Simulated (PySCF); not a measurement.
# Steps of a relaxation of YOCl

YOCl (singlet). PySCF 2.14.0, RKS PBE0, Y def2-SVP with ECP28, O def2-SVP, Cl def2-SVP; non-relativistic Hamiltonian with scalar-relativistic core potentials where named; density fitting; no spin-orbit coupling. Origin of the start: template. Columns: position (Å) and force (eV/Å). Energies are counted from the last step; some of the 7 steps are shown. Forces carry noise of the integration grid, about 0.01 to 0.03 eV/Å.

Run from Python with OMP_NUM_THREADS=2. Where DIIS fails, smearing, a level shift and second-order steps follow.
It took 9.8 s on 2 threads of Intel(R) Xeon(R) Platinum 8259CL CPU @ 2.50GHz (Skylake/Cascade Lake), with other jobs on the host, from the converged density of the start.

```xyz
3
step 0  E = 0.078 eV
Y     0.4004    0.0000   -0.3451    -1.48    0.00   -0.67
O     2.0215    0.0000    0.3804     1.06    0.00    0.72
Cl   -1.9425    0.0000    0.7034     0.42    0.00   -0.05
```

```xyz
3
step 2  E = 0.016 eV
Y     0.3730    0.0000   -0.4181     0.34    0.00    0.13
O     1.9796    0.0000    0.4340    -0.49    0.00   -0.10
Cl   -1.8733    0.0000    0.7228     0.15    0.00   -0.03
```

```xyz
3
step 4  E = 0.001 eV
Y     0.3706    0.0000   -0.4670     0.23    0.00    0.04
O     1.9195    0.0000    0.4676    -0.17    0.00   -0.06
Cl   -1.8109    0.0000    0.7381    -0.06    0.00    0.02
```

Problem. Where does the relaxation end?

Solution. It converges at step 6 in Cs:
```xyz
3
step 6  E = 0
Y     0.3750    0.0000   -0.4748
O     1.9105    0.0000    0.4714
Cl   -1.8062    0.0000    0.7421
```

Problem. How did the contacts change?

Solution. 
```
    contact  start (Å)  end (Å)
  Y1–O2 (O)      1.776    1.804
Y1–Cl3 (Cl)      2.567    2.498
```
